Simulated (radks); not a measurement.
Initial-state core-level shifts of neutral europium when its valence configuration changes from [Xe] 4f7 6s2. Calculated with a radial shooting solver on a logarithmic mesh with Libxc functionals: Dirac Kohn-Sham, LDA (Slater exchange, Perdew-Wang correlation), spin-unpolarised, spherical densities, point nucleus; open shells fill j = l - 1/2 first. Shifts are changes of the shell-averaged eigenvalues in eV (positive: less bound).

\begin{tabular}{lrrrr}
valence & 1s & 2s & 3d & 4s \\ \hline
4f6 5d1 6s2 & -6.038 & -6.572 & -7.320 & -7.040 \\
4f6 6s2 6p1 & -9.131 & -9.755 & -10.458 & -10.174 \\
4f5 5d2 6s2 & -13.196 & -14.429 & -16.171 & -15.253 \\
4f7 5d2 & +1.434 & +1.528 & +1.473 & +1.502 \\
4f7 6p2 & -2.252 & -2.229 & -2.202 & -2.218 \\
4f5 6s2 6p2 & -20.062 & -21.538 & -23.187 & -22.203 \\
4f9 & +2.400 & +2.844 & +3.335 & +3.296 \\
4f4 5d3 6s2 & -21.123 & -23.182 & -26.117 & -24.234 \\
\end{tabular}
